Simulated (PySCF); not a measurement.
# Correlation energy of Tb⁺ (terbium, charge +1)

[Xe] 4f10, one real determinant (an excited configuration). All numbers are calculated (PySCF 2.14, scalar relativity by spin-free X2C-1e, in x2c-TZVPPall (11s7p7d4f2g, 113 functions)). Frozen: [Kr] 4d10; 18 electrons correlated.

MP2 pair energies summed by pair of shells (mhartree):

| pair | energy | share (%) |
| --- | --- | --- |
| 4f-4f | -401.22 | 46.7 |
| 4f-5p | -243.78 | 28.4 |
| 5p-5p | -120.45 | 14.0 |
| 4f-5s | -54.15 | 6.3 |
| 5s-5p | -33.22 | 3.9 |
| 5s-5s | -6.20 | 0.7 |

Total MP2 correlation energy: -859.02 mhartree.

Same-spin part -339.90 and opposite-spin part -519.12 mhartree; SCS-MP2 scales them by 1/3 and 6/5 to -736.25 mhartree.

The reference is one real determinant that mixes LS terms of this configuration.
